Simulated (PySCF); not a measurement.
**Radial density of Tm⁵⁸⁺ (thulium, charge +58)**

B2PLYP, [Ne] 3s1, 2S determinant. All numbers are calculated (PySCF 2.14, the spin-free X2C one-electron Hamiltonian (Gaussian nucleus), in an even-tempered Gaussian basis (17 s from 15 bohr⁻², ratio 2.5; 12 p from 20 bohr⁻², ratio 2.5; 4 d from 72 bohr⁻², ratio 2.7; 4 f from 110 bohr⁻², ratio 2.7)).

```tsv
r (bohr)	4πr²ρ (e/bohr)	4πr²(ρα − ρβ)
0.0234	76.21	0.0027
0.0393	83.86	1.2651
0.0661	103.1	2.1130
0.111	42.33	0.3783
0.187	9.039	6.7121
0.315	1.318	1.3126
0.529	0.009567	0.0096
```

Densities and radii are taken from the X2C orbitals without a picture-change correction, which distorts them close to the nucleus.

Spin-orbit coupling, which splits the p, d and f shells strongly at this Z, is absent.
